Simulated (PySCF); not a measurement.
Converging BeO in the basis (PBE0)

PySCF, UKS reference; singlet, unpaired electrons none; De to Be + O without counterpoise correction.

```json
{"basis": "3-21G", "relativity": "no relativity", "functions": "18", "Re (Å)": "1.358", "ωe (cm⁻¹)": "1563", "De (eV)": "4.26", "μ (D)": "-5.17"}
{"basis": "x2c-SVPall", "relativity": "spin-free X2C", "functions": "23", "Re (Å)": "1.338", "ωe (cm⁻¹)": "1527", "De (eV)": "4.30", "μ (D)": "-5.98"}
{"basis": "6-31G(d,p)", "relativity": "no relativity", "functions": "28", "Re (Å)": "1.326", "ωe (cm⁻¹)": "1563", "De (eV)": "4.46", "μ (D)": "-5.75"}
{"basis": "def2-TZVP", "relativity": "no relativity", "functions": "50", "Re (Å)": "1.324", "ωe (cm⁻¹)": "1547", "De (eV)": "4.43", "μ (D)": "-6.26"}
```

Q: How does each smaller set differ from the one with most functions, def2-TZVP?

A: 3-21G: +3.4 pm, +1.0 % in ωe, -0.17 eV in De; x2c-SVPall: +1.4 pm, -1.3 % in ωe, -0.13 eV in De; 6-31G(d,p): +0.2 pm, +1.0 % in ωe, +0.03 eV in De. All at PBE0; the set with most functions is neither the basis-set limit nor always the best. The rows treat relativity differently, so the differences are not basis effects alone.

A positive dipole means Be(−)O(+). Measured (Huber and Herzberg, Constants of Diatomic Molecules (1979)): Re = 1.3309 Å, ωe = 1487.32 cm⁻¹. 3-21G is very small, so such numbers show the basis as much as the molecule.
